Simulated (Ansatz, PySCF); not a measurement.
Complex: NH3 (SMILES N) (first 4 atoms) with H2Se (SMILES [SeH2]); geometry from B3LYP-D3(BJ)/def2-TZVP, rigid monomers moved along the line of their centres of mass till N1···H7 is 3.01 Å.
(charge 0, multiplicity 1):
```tsv
atom	x (Å)	y (Å)	z (Å)
N	-0.0681	-0.1982	0.0157
H	-0.9794	-0.3057	-0.4151
H	0.3835	0.6005	-0.4148
H	0.4788	-1.0217	-0.2082
Se	-0.4501	0.3075	4.4672
H	0.8777	0.9272	4.5884
H	-0.2996	0.1548	2.9958
```

Counterpoise-corrected where a basis set is named; no monomer relaxation. Rows marked so take none.

Rows in 6-31G*, STO-3G carry no dispersion term and start afresh at each structure (6-31G* with six Cartesian d functions); the Pople sets are all-electron and without relativity.

Programs: Ansatz (Gaussian orbitals); PySCF for 6-31G* rows, STO-3G rows. Each number belongs to the level named beside it.

Problem. One of these levels gives -11.2 kJ/mol for the interaction energy. Which one is it?
(A) M06-2X/6-31G* (no counterpoise)
(B) PBE/def2-TZVPPD
(C) HF/STO-3G (no counterpoise)

Solution. A, M06-2X/6-31G* (no counterpoise). The others give -5.4 (HF/STO-3G (no counterpoise)), -7.9 (PBE/def2-TZVPPD)

Ansatz is a program for electronic structure.
